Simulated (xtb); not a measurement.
xtb input (GFN2-xTB):

```bash
xtb mol.xyz --gfn 2 --ohess tight --chrg 0 --uhf 0
```
mol.xyz:
```
14

F     -2.78866368    -0.74031713     0.11201648
C     -1.63111586    -0.41210381    -0.36346389
F     -1.84112070     0.64666195    -1.21939860
F     -1.14314738    -1.44571181    -1.04900771
C     -0.66025189    -0.05315096     0.80667706
F     -0.44225699    -1.10679859     1.49872895
F     -1.29920933     0.82336448     1.54668664
C      0.70772826     0.62556460     0.40921536
F      0.41765008     1.86519591    -0.09672020
F      1.35971584     0.74902556     1.56080791
C      1.65988497    -0.08875623    -0.57507323
F      2.78883830     0.47566093    -0.63114226
F      1.13820076    -0.08553380    -1.80512633
F      1.77682254    -1.33605359    -0.18684619
```

End of the output:

```
      10    284.54    -0.44909 ( 99.90%)    -0.54141 (  0.10%)    -0.44917
      11    290.82    -0.43804 ( 99.91%)    -0.53494 (  0.09%)    -0.43813
   ------------------------------------------------------------------------

   temp. (K)  partition function   enthalpy   heat capacity  entropy
                                   cal/mol     cal/K/mol   cal/K/mol   J/K/mol
 298.15  VIB  0.371E+05             6615.820     38.839     40.828
         ROT  0.715E+06              888.752      2.981     29.768
         INT  0.265E+11             7504.573     41.820     70.596
         TR   0.355E+28             1481.254      4.968     42.284
         TOT                        8985.8265    46.7885   112.8799   472.2897

       T/K    H(0)-H(T)+PV         H(T)/Eh          T*S/Eh         G(T)/Eh
   ------------------------------------------------------------------------
    298.15    0.143198E-01    0.630031E-01    0.536329E-01    0.937017E-02
   ------------------------------------------------------------------------

         :::::::::::::::::::::::::::::::::::::::::::::::::::::
         ::                  THERMODYNAMIC                  ::
         :::::::::::::::::::::::::::::::::::::::::::::::::::::
         :: total free energy         -55.844974113054 Eh   ::
         ::.................................................::
         :: total energy              -55.854344285321 Eh   ::
         :: zero point energy           0.048683249725 Eh   ::
         :: G(RRHO) w/o ZPVE           -0.039313077458 Eh   ::
         :: G(RRHO) contrib.            0.009370172267 Eh   ::
         :::::::::::::::::::::::::::::::::::::::::::::::::::::

optimized geometry written to: xtbopt.xyz
Note: The following floating-point exceptions are signalling: IEEE_DENORMAL
normal termination of xtb

           -------------------------------------------------
          | TOTAL ENERGY              -55.854344285321 Eh   |
          | TOTAL ENTHALPY            -55.791341209640 Eh   |
          | TOTAL FREE ENERGY         -55.844974113054 Eh   |
          | GRADIENT NORM               0.000214484720 Eh/α |
          | HOMO-LUMO GAP              10.869271445679 eV   |
           -------------------------------------------------

------------------------------------------------------------------------
------------------------------------------------------------------------
 total:
 SCF:
 ANC optimizer:
 analytical hessian:
```
